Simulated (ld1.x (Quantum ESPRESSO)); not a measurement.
## Varying the TM potential for K

Base potential:

K (Z = 19), norm-conserving Troullier–Martins (Kleinman–Bylander form), made with ld1.x (Quantum ESPRESSO) 7.5 (LDA (PZ), scalar-relativistic). Core [Ar], reference 3d0 4s0.5 4p0 (charge +0.5). Waves: 4p (bound, empty): rc 3.75 bohr; 3d (bound, empty): rc 4.20 bohr; 4s (bound): rc 2.65 bohr. Local part: the s channel. Core correction: none.

All-electron outer shells of the reference configuration (LDA (PZ), scalar-relativistic, ld1.x):

```csv
shell,level (eV),outermost node (bohr),outermost maximum (bohr)
3p,-21.70,0.45,1.15
4s,-4.43,1.58,3.78
4p,-2.46,1.85,5.04
3d,-1.66,–,2.44
```

Cutoffs, loose and tight: the cutoffs (Ry, on a coarse ladder) from which the occupation-weighted sum of valence levels, in a spherical-Bessel basis at the reference potential, stays within 10 and 1 mRy of its value at 400 Ry. They do not see the model core or the augmentation charge, which bear on the density cutoff. Test errors are all-electron minus pseudo excitation energies from the reference, over the configurations 3d0 4s1 4p0; 3d0 4s0 4p1; 3d1 4s0 4p0; 3d0.5 4s0.5 4p0 (two spin-polarised tests are not counted in the largest error). A dash means not determined; rows that change the core or the reference have their own tests. The largest error is taken over the tests solved by every variant that gives reliable tests at all: 3d0 4s0 4p1; 3d0 4s1 4p0; 3d0.5 4s0.5 4p0; 3d1 4s0 4p0.

A true bound ghost makes a file unfit for plane-wave use even where its test errors are small: the radial tests pick states by their node count and pass the ghost by.

```tsv
change	outcome	cutoff, loose	cutoff, tight	bound ghosts	largest test error (meV)
base	generated	6 Ry	10 Ry	none	+64
all radii scaled by about 0.88 (s 2.34, p 3.32, d 3.70 bohr)	generated	8 Ry	15 Ry	p	+116
all radii scaled by about 0.95 (s 2.50, p 3.56, d 3.98 bohr)	generated	6 Ry	12 Ry	p	+87
all radii scaled by about 1.03 (s 2.74, p 3.88, d 4.34 bohr)	generated	6 Ry	8 Ry	none	+58
all radii scaled by about 1.18 (s 3.14, p 4.44, d 4.98 bohr)	generated	6 Ry	6 Ry	none	+34
all radii scaled by about 1.23 (s 3.26, p 4.60, d 5.16 bohr)	generated	6 Ry	6 Ry	none	+31
all radii scaled by about 1.31 (s 3.46, p 4.90, d 5.48 bohr)	generated	6 Ry	6 Ry	none	+21
all radii scaled by about 1.39 (s 3.68, p 5.22, d 5.84 bohr)	generated	6 Ry	6 Ry	none	+19
```

(1) What comes out with this change to the base: all radii scaled by about 0.75 (s 1.98, p 2.80, d 3.14 bohr)?

(2) What comes out with this change to the base: all radii scaled by about 0.83 (s 2.20, p 3.12, d 3.48 bohr)?

(3) What comes out with this change to the base: all radii scaled by about 1.10 (s 2.92, p 4.14, d 4.64 bohr)?

Results:

(1) outcome: generated; cutoff, loose: 8 Ry; cutoff, tight: 35 Ry; bound ghosts: p, s (extra level of the local part); largest test error (meV): -311.

(2) outcome: generated; cutoff, loose: 6 Ry; cutoff, tight: 40 Ry; bound ghosts: p, s (extra level of the local part); largest test error (meV): +173.

(3) outcome: generated; cutoff, loose: 6 Ry; cutoff, tight: 6 Ry; bound ghosts: none; largest test error (meV): +45.

Reading the sweep of the scale of all radii (base = 1) (base included, trends over the rows without a ghost): The loose cutoff stays near 6 Ry. The median size of the test errors (rows with all tests solved) stays near 18.0 meV. Bound ghosts are found at 0.75, 0.83, 0.88, 0.95.
